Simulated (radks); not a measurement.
Spherical quantum dot in the effective-mass picture: electrons in a hard-walled sphere of radius 7.56, with a point charge +2 (a donor) at the centre, all in effective atomic units (hartree* = m*/eps^2 hartree, bohr* = eps/m* bohr), one dielectric constant everywhere. Calculated with a radial shooting solver with Libxc functionals: non-relativistic Kohn-Sham, LDA (Slater exchange, Perdew-Wang correlation), spin-polarised, spherical densities. Levels are named by radial order and angular momentum (1s, 1p, 1d, 2s, ...), and open shells are averaged over m. Results are scaled to m* = 0.081 and eps = 16.8, for which hartree* = 7.809 meV and bohr* = 10.98 nm. Each electron was tried in the lowest free levels, single moves between levels near the top were tried too, and the lowest total energy was kept; such a search can miss a lower state. At N = 1 the Hartree and exchange-correlation terms need not cancel, so that row can carry a self-interaction error.

N	open shells	2S	E (meV)	addition energy mu(N+1) - mu(N) (meV)	e(HOMO) (meV)
1	1s(up 1, down 0)	1	-15.1640	8.193	-11.796
2	none	0	-22.1353	7.908	-4.4532
3	2s(up 1, down 0)	1	-21.1989	1.368	1.5017
4	none	0	-18.8946	1.544	2.9102
5	1p(up 1, down 0)	1	-15.0462	1.240	4.4844
6	1p(up 3, down 0) 2s(up 1, down 0)	4	-9.95753	1.344	5.6896
7	1p(up 3, down 0)	3	-3.52442	1.493	7.0353
8	1p(up 3, down 1)	2	4.40133	1.220	8.5335
9	1p(up 3, down 2)	1	13.5474	1.229	9.7600
10	none	0	23.9228	1.870	10.991
11	1d(up 1, down 0)	1	36.1685	1.202	12.846
12	1d(up 2, down 0)	2	49.6158	1.204	14.049
13	1d(up 3, down 0)	3	64.2674	1.205	15.254
14	1d(up 4, down 0)	4	80.1241	1.205	16.459
15	1d(up 5, down 0)	5	97.1862	1.471	17.665
16	1d(up 5, down 1)	4	115.719	1.183	19.124
17	1d(up 5, down 2)	3	135.435	1.186	20.308
18	1d(up 5, down 3)	2	156.337	1.187	21.495
19	1d(up 5, down 4)	1	178.426	1.188	22.683
20	none	0	201.703	1.963	23.871
21	1f(up 1, down 0)	1	226.943	1.176	25.828
22	1f(up 2, down 0)	2	253.359	1.176	27.004
23	1f(up 3, down 0)	3	280.951	1.176	28.180
24	1f(up 4, down 0)	4	309.720	1.176	29.357
25	1f(up 5, down 0)	5	339.664	1.176	30.533
26	1f(up 6, down 0)	6	370.786	1.176	31.709
27	1f(up 7, down 0)	7	403.083	1.441	32.885
28	1f(up 7, down 1)	6	436.821	1.163	34.320
29	1f(up 7, down 2)	5	471.723	1.164	35.484
30	1f(up 7, down 3)	4	507.789	1.165	36.648
31	1f(up 7, down 4)	3	545.019	1.165	37.813
32	1f(up 7, down 5)	2	583.415	1.165	38.979
33	1f(up 7, down 6)	1	622.976	1.165	40.144
34	none	0	663.703	2.088	41.309
35	1g(up 1, down 0)	1	706.517	1.158	43.393
36	1g(up 2, down 0)	2	750.489	1.158	44.551
37	1g(up 3, down 0)	3	795.619	1.158	45.709
38	1g(up 4, down 0)	4	841.907	-	46.867

All shells are closed at N = 2, 4, 10, 20, 34 (there: 1s2 1p6 1d10 2s2 1f14); the second difference of the energy has clear peaks (12 % above both neighbours; the first and last values, which can be the largest, are not judged, and half-filled shells can peak too) at N = 4, 10, 15, 20, 27, 34.
